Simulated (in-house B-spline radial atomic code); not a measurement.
Ionisation energies with and without relativity, with size and susceptibility from the Dirac run. Dirac energy differences include first-order Breit, QED and recoil terms. NIST's values go from ground level to ground level; the uncertainty of those that are theory runs from under 0.1 % in few-electron ions to several per cent in heavy many-electron ones. Computed with an all-electron radial atomic-structure program (B-spline basis): non-relativistic Hartree-Fock and Dirac-Hartree-Fock, averages of the configuration (point nuclei without relativity, finite nuclei with it).

| ion | configuration | configuration after | ionisation non-relativistic (eV) | ionisation Dirac Breit and QED (eV) | tabulated value (eV) | tabulated kind | radius at density 0.001 (bohr) | diamagnetic susceptibility (10⁻⁶ cm³/mol) |
| --- | --- | --- | --- | --- | --- | --- | --- | --- |
| Cl+ | [Ne] 3s2 3p4 | [Ne] 3s2 3p3 | 24.320 | 24.303 | 23.81364 | measured | 3.566 | -16.374 |
| Ca+ | [Ar] 4s1 | [Ne] 3s2 3p6 | ? | ? | ? | measured | ? | ? |
| Ti+ | [Ar] 3d2 4s1 | [Ar] 3d2 | 12.638 | 12.715 | 13.5755 | measured | 4.219 | -23.372 |
| Ag+ | [Kr] 4d10 | [Kr] 4d9 | ? | ? | ? | measured | ? | ? |
| Os+ | [Xe] 4f14 5d6 6s1 | [Xe] 4f14 5d6 | 13.285 | 15.163 | 17 | semi-empirical | 4.186 | -42.023 |

**Question.** Fill in the row of Ca+.

**Answer.** ionisation non-relativistic (eV): 11.311; ionisation Dirac Breit and QED (eV): 11.352; tabulated value (eV): 11.87172; radius at density 0.001 (bohr): 4.349; diamagnetic susceptibility (10⁻⁶ cm³/mol): -24.609.

**Question.** Fill in the row of Ag+.

**Answer.** ionisation non-relativistic (eV): 20.307; ionisation Dirac Breit and QED (eV): 19.895; tabulated value (eV): 21.4844; radius at density 0.001 (bohr): 3.509; diamagnetic susceptibility (10⁻⁶ cm³/mol): -27.24.
